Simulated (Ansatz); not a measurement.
The same path of ClH + F4H2NTa (10 atoms, charge 0, multiplicity 1) was run twice with different band settings. Lost on the way: Cl9–H10. Made: Ta1–Cl9, F2–H10.

Level of theory: RKS PBE-D4/def2-SVP (Ansatz).

Relaxed end points:

```xyz
10
Properties=species:S:1:pos:R:3
Ta -0.140 0.131 -0.035
F 1.730 0.093 0.365
F -0.518 0.319 1.818
F 0.252 -0.280 -1.847
F -1.087 1.694 -0.492
N -1.223 -1.498 0.002
H -1.628 -1.886 0.860
H -1.302 -2.143 -0.791
Cl 2.070 -2.926 1.231
H 2.361 -1.680 0.978
```

```xyz
10
Properties=species:S:1:pos:R:3
Ta 0.060 -0.588 0.169
F 2.173 0.433 0.498
F -0.366 -0.301 1.997
F 0.521 -0.967 -1.635
F -0.298 1.218 -0.250
N -1.609 -1.573 -0.058
H -2.306 -1.706 0.683
H -1.910 -2.004 -0.939
Cl 1.697 -2.257 0.874
H 2.555 -0.430 0.749
```

Common settings: movable images 9; climbing image yes; spring 5.0 eV/Å²; optimiser quadratic models (default); force threshold 0.05 eV/Å; iteration limit 60; end points relaxed.

| run | start path |
| --- | --- |
| 1 | through a guess of the saddle point |
| 2 | straight line |

**Question.** What does each run give, and how far can it be trusted?

**Answer.** Run 1: converged after 13 iterations, highest image 0.139 eV above the first end. A vibrational analysis at the climbing image gives one clearly imaginary mode, 289i cm⁻¹: a first-order saddle point.
Run 2: converged after 11 iterations, highest image 0.139 eV above the first end. Another band between the same ends (9 images) ends at a top of the same energy, where a vibrational analysis finds 1 clearly imaginary mode.
The orbitals stay closed-shell, which can raise the energy where a bond breaks towards radicals; this wasn't checked here.
